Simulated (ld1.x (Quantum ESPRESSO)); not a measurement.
# Transferability test, ultrasoft potential for silicon (Si)

silicon, ultrasoft, made with ld1.x (Quantum ESPRESSO) 7.5 (PW91, scalar-relativistic). Core [Ne], reference 3s2 3p2. Waves: 3s (bound): rcut 1.45, rcutus 1.75 bohr; 3s channel at 0.35 Ry: rcut 1.45, rcutus 1.75 bohr; 3p (bound): rcut 1.60, rcutus 1.90 bohr; 3p channel at 0.05 Ry: rcut 1.60, rcutus 1.90 bohr. Local part: all-electron potential smoothed inside 1.30 bohr (lloc = -1). Core correction: none. Augmentation charge: PSQ, radius 1.45 bohr.

Energies are relative to the spin-unpolarised reference configuration 3s2 3p2; without spin polarisation the order of configurations can differ from experiment.

Task: Give the all-electron excitation energy and the error of the potential for: 3s2 3p1; 3s2 3p0; 3s1 3p0; 3s2 3p2.3; 3s1 3p2; 3s1 3p3; 3s0 3p4.

Result:

```csv
valence configuration,charge,ΔE all-electron (eV),error AE − PS (meV)
3s2 3p1,+1,7.782,-0.9
3s2 3p0,+2,23.836,-1.4
3s1 3p0,+3,57.878,+41
3s2 3p2.3,-0.3,-0.940,0.0
3s1 3p2,+1,15.220,+2.6
3s1 3p3,0,6.824,+3.1
3s0 3p4,0,13.798,+15
```

ld1.x printed “convergence not achieved” for 2 of the counted tests; their residual had stalled under 1e-8, short of the target of 1e-14.
